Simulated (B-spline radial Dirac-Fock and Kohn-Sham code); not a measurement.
# Satellites and hypersatellites of the K lines of Ti³⁺

System: titanium as Ti³⁺, configuration 1s2 2s2 2p6 3s2 3p6 3d1, inside a Watson sphere of charge -3 and radius 1.6 Å (a model of the Madelung potential; inside it an electron's potential energy is raised by 27.0 eV).

Input file task.json (cfg lists n, l and occupation; rrms is the nuclear radius in fm):

```json
{"items": [{
  "Z": 22,
  "q": 3,
  "cfg": [[1, 0, 2], [2, 0, 2], [2, 1, 6], [3, 0, 2], [3, 1, 6], [3, 2, 1]],
  "A": 48,
  "rrms": 3.5921,
  "watson": [-3, 1.6],
  "do": ["binding", "quiet", "double"]
}]}
```

Launch: `python xray_run.py task.json out`

Level of theory: Dirac-Fock energy differences between relaxed states, corrected for Breit and QED terms; a radial B-spline solver. Each two-hole energy is an average over J within one jj subconfiguration, not an observable level; in light atoms, where LS coupling holds, the j-resolved values are not observed lines, and for a K spectator the Kα1 hypersatellite is nearly forbidden. Correlation energy is missing from these numbers.

Lines without a spectator: Kα2 (K-L2) 4503.3 eV, Kα1 (K-L3) 4508.9 eV, Kβ3 (K-M2) 4934.1 eV, Kβ1 (K-M3) 4934.7 eV. Shifts in eV with one spectator hole (a dash: not computed, or left out as unreliable):

| spectator hole | Kα2 | Kα1 | Kβ3 | Kβ1 |
| --- | --- | --- | --- | --- |
| K (1s) | +227.1 | +228.3 | +284.3 | +284.6 |
| L2 (2p1/2) | +19.31 | +23.78 | – | +58.9 |
| L3 (2p3/2) | +22.60 | +21.49 | +57.6 | – |
| M2 (3p1/2) | – | +1.54 | +5.71 | +7.01 |
| M3 (3p3/2) | +1.44 | – | +6.80 | +6.44 |

With n spectator holes in 2p, averaged over the 2p shell (energies in eV):

```
n    KαLⁿ   step  hypersatellite KαʰLⁿ
0  4507.1      –                4734.9
1  4529.3  +22.3                4758.5
2  4552.9  +23.6                4783.4
3  4577.8  +24.9                4809.6
4  4604.0  +26.2                4837.1
5  4631.5  +27.5                4866.0
```
